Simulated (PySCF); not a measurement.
Acetylacetone, C5H8O2.
SMILES with atom numbers: `[CH3:1][C:2](=[O:3])/[CH:4]=[C:5](\[CH3:6])[OH:7]` (hydrogens: H8, H9, H10 on C1; H11 on C4; H12, H13, H14 on C6; H15 on O7)

Geometry (PBE0-D3(BJ)/def2-SVP, Å), atoms numbered from 1 in this order:
```
atom  x, y, z in Å
C1     2.2227   -0.0619    1.1452
C2     0.9601   -0.4746    0.4200
O3     0.7566   -1.6426    0.1350
C4     0.0342    0.6116    0.0982
C5    -1.1589    0.4398   -0.5310
C6    -1.7229   -0.8578   -0.9938
O7    -1.9644    1.4723   -0.8084
H8     2.8463   -0.9461    1.3238
H9     2.7858    0.6747    0.5502
H10    1.9769    0.4179    2.1061
H11    0.3246    1.6278    0.3878
H12   -2.7765   -0.7222   -1.2692
H13   -1.1609   -1.2234   -1.8668
H14   -1.6053   -1.6296   -0.2235
H15   -1.5539    2.2903   -0.4999
```

The calculation used core-valence-separated Tamm–Dancoff BHandHLYP/aug-pcX-1 (pcseg-1 on H) in PySCF, non-relativistic, gas phase, PBE0-D3(BJ)/def2-SVP geometry.

Computed oxygen K-edge spectrum, Gaussian lines of 0.3 eV full width, highest printed point 100; it ends one width below the last computed root. The energies are unshifted.

photon energy (eV), absorption and a bar:
```
    528.2         14 ####
    528.4        100 ##############################
    528.6         62 ###################
    528.8          3 #
    529.0          0 
    529.2          0 
    529.4          0 
    529.6          0 
    529.8          0 
    530.0          0 
    530.2          0 
    530.4          0 
    530.6          0 
    530.8          0 
    531.0          0 
    531.2          0 
    531.4          0 
    531.6          0 
    531.8          0 
    532.0          0 
    532.2          0 
    532.4          0 
    532.6          1 
    532.8         30 #########
    533.0         90 ###########################
    533.2         42 ############
    533.4          3 #
    533.6          8 ##
    533.8          8 ##
    534.0          1 
    534.2          2 #
    534.4          9 ###
    534.6          6 ##
```

Question: Where are the maxima, and which lines make them up?

Answer: 4 maxima:
- 528.5 eV: O3 (ketone oxygen), 528.46 eV, f = 0.045, 1s→π*, 100 % of the height at the exact maximum
- 533.0 eV: O7 (enol oxygen), 533.07 eV, f = 0.025, 63 % of the height at the exact maximum; O7 (enol oxygen), 532.93 eV, f = 0.017, 37 % of the height at the exact maximum
- 533.7 eV: O3 (ketone oxygen), 533.64 eV, f = 0.003, 59 % of the height at the exact maximum; O3 (ketone oxygen), 533.76 eV, f = 0.001, 27 % of the height at the exact maximum; O3 (ketone oxygen), 533.80 eV, f = 0.001, 15 % of the height at the exact maximum
- 534.4 eV: O3 (ketone oxygen), 534.41 eV, f = 0.003, 89 % of the height at the exact maximum

Roots within 0.03 eV on the same or equivalent atoms count as one line; shares under 12 % aren't listed.

Vibrational structure and lifetime widths aren't in the curve. The ionisation threshold wasn't computed; near and above it a finite basis only mimics Rydberg series and continuum.

One conformer stands for the species.
